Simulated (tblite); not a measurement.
## dibromodichloromethane: calculation against experiment

**Experimental background.**

CRC Handbook of Chemistry and Physics lists, for the gas at 298.15 K: standard entropy 347.8 J/(mol K).

The runs below try to reproduce these values; the comparison stands at the end.

Species: dibromodichloromethane, CBr2Cl2.
Atom-mapped SMILES: `[Cl:1][C:2]([Cl:3])([Br:4])[Br:5]`

Structure used (PBE0-D3(BJ)/def2-SVP), in Å, numbered top down from 1:
```
atom  x, y, z in Å
Cl1    0.0554   -0.9127   -1.5498
C2    -0.0068   -0.0498   -0.0147
Cl3   -0.6936   -1.0916    1.2314
Br4   -1.1096    1.5385   -0.2086
Br5    1.7889    0.4815    0.5026
```

GFN2-xTB wavenumbers (cm⁻¹, harmonic, unscaled, at the method's own geometry): 133, 152, 193, 206, 224, 352, 546, 599, 624. Point group C2v, symmetry number 2. Entropy at 298.15 K and 1 bar in J/(mol K): translation 177.2, rotation 120.3, vibration 59.9.

Results beside the measurements:

**Standard entropy at 298.15 K.** Measured: 347.8 J/(mol K) (298.15 K; CRC Handbook of Chemistry and Physics).

```csv
level,computed (J/(mol K)),computed − measured (J/(mol K)),% (from the printed values)
"GFN2-xTB, rigid rotor and harmonic oscillator",357.4,+9.6,+3
```

Ideal gas at 1 bar, most abundant isotopes; table values of this kind come from calorimetry or from spectroscopic constants.

No measured geometry was used, and the causes of the misses weren't examined.
